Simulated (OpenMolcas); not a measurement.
Tm2+: moving the ligands

Tm2+ with its 6 nearest fluoride ions at 2.274 Å, on the Cd site of idealised cubic KCdF3 (a = 4.302 Å, distance in the model lattice 2.151 Å). The rest of the host is ab initio model potentials to 7.6 Å, with orthogonalisation functions on the cations behind the ligands, and point charges beyond; the distance is set by hand and nothing relaxes. Ligand basis ANO-RCC-VDZP.
```
Tm    0.0000    0.0000    0.0000
F     2.2740    0.0000    0.0000
F     0.0000    2.2740    0.0000
F    -2.2740    0.0000    0.0000
F     0.0000   -2.2740    0.0000
F     0.0000    0.0000    2.2740
F     0.0000    0.0000   -2.2740
```

```yaml
Program: OpenMolcas
Method: CASSCF
Basis: ANO-RCC-VDZP [7s6p4d2f1g]
Scalar_Hamiltonian: DKH2, point nucleus
Active_space: 13 electrons in 7 orbitals (4f)
State_averaging: 2S+1 = 2 odd, 7 roots
Spin-orbit_coupling: RASSI with atomic mean-field integrals over the reference wave functions
```

Runs around this geometry, states (labels of O, the rotations of Oh). Energies in cm-1 above the lowest state or level, χT in cm3 K/mol; under a threefold ground state the first gap can be a small split of the lowest multiplet, not the spin-orbit step.

```csv
R (Å),Ground state,First state of that spin,First gap with spin-orbit (degeneracies),Width of lowest J,χT at 300 K
2.151,2T1,2T2 544.5,"329.9 (2, 4)",715,2.248
2.274,2T1,2T2 391.6,"243.6 (2, 4)",525,2.379
2.34,2T1,2T2 331.7,"208.7 (2, 4)",450,2.426
```

Taking the width of the lowest J multiplet as R^-n, n = -ln(450 / 715) / ln(2.34 / 2.151) = 5.5 between the shortest and longest distance.

Without dynamic correlation the ligand-field splitting of an f shell can come out too small, at times by half. No measured value stands beside these numbers; the geometry was set by hand and not optimised.
